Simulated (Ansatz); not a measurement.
Compare A (`[SiH3]B[SiH2]Cl`) with its isomer B (`[SiH3][SiH2]BCl`).

Isolated molecules relaxed with PBE0-D4/def2-TZVP in Ansatz; ΔE leaves out vibrations. CCSD(T)/CBS is the MP2 limit (def2-TZVPP, def2-QZVPP) plus CCSD(T) − MP2 in def2-TZVPP, frozen cores. DFT in def2-TZVPP. B3LYP here is the variant with VWN-RPA as its local correlation; programs differ in this. Each species was taken in one conformer, which may not be the lowest.

A:

```xyz
10

Si    0.289    1.762   -0.082
B    -0.571    0.012   -0.571
Si   -0.036   -1.667    0.368
Cl   -0.858   -3.401   -0.393
H    -0.721    2.847    0.052
H     1.105    1.712    1.161
H     1.196    2.102   -1.219
H    -1.387    0.012   -1.443
H     1.443   -1.825    0.336
H    -0.460   -1.554    1.792
```

B:

Z-matrix (Å, degrees):
```
Si
Si 1 2.348
H 1 1.488 2 110.1
H 1 1.487 2 110.6 3 -120.2
H 1 1.487 2 109.7 3 119.5
B 2 2.005 1 105.8 3 -58.7
H 2 1.489 1 108.6 3 -179.5
H 2 1.490 1 108.4 3 61.7
Cl 6 1.741 2 120.0 1 -88.2
H 6 1.194 2 123.7 1 87.5
```

Task: Which is lower in electronic energy at CCSD(T)/CBS, and by how much? (Best estimate.)

Result: The calculation gave: B, by 24.6 kJ/mol.

Task: Give E(B) − E(A) in kJ/mol with ωB97M-V, B3LYP, CCSD(T)/def2-TZVPP, CCSD(T)/def2-SVP, PBE-D4, B2PLYP, PBE0-D4. (An estimate is asked.)

Result: Computed: ωB97M-V -23.6, B3LYP -25.5, CCSD(T)/def2-TZVPP -28.2, CCSD(T)/def2-SVP -44.2, PBE-D4 -36.5, B2PLYP -26.4, PBE0-D4 -31.5. None reverses the order clearly.

Task: Does the order hold for the free energy at 298.15 K (harmonic terms from PBE0-D4)? (Best estimate.)

Result: Computed: Yes: G(B) − G(A) = -21.7 kJ/mol, for one conformer each. Modes under 60 cm⁻¹, often nearly free rotors, make the harmonic entropy too high.

Largest T1 diagnostic: 0.014.

From PBE to PBE0 (25 % exact exchange), in def2-TZVPP and without D4, E(B) − E(A) moves by +5.0 kJ/mol. At CCSD(T), def2-SVP lies −19.5 kJ/mol from the extrapolated value and def2-TZVPP −3.6 kJ/mol.
